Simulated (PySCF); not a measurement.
C₄H₉O, SMILES C[CH]OCC, multiplicity 2.

Geometry: B3LYP-D3(BJ)/def2-SVP. The isomer is the one that the SMILES or the coordinates give; other isomers of the formula were not compared. One conformer was computed; it need not be the lowest.

Computed with PySCF with PBE/def2-TZVP.

Gas-phase values at a fixed geometry.

Computed frontier levels, dipole moment and polarisability:
- α spin, highest occupied and lowest empty level = -3.35 and 0.58 eV
- β spin, highest occupied and lowest empty level = -7.00 and -1.63 eV
- dipole moment = 0.98 D
- quadrupole, principal values (traceless, Buckingham form, about the centre of nuclear charge) = -2.82, -0.53, 3.35 D·Å
- mean static polarisability = 59.7 bohr³ (8.84 Å³)
- polarisability, principal values = 49.6, 54.6, 74.8 bohr³
- ⟨S²⟩ = 0.753 (pure state 0.75)
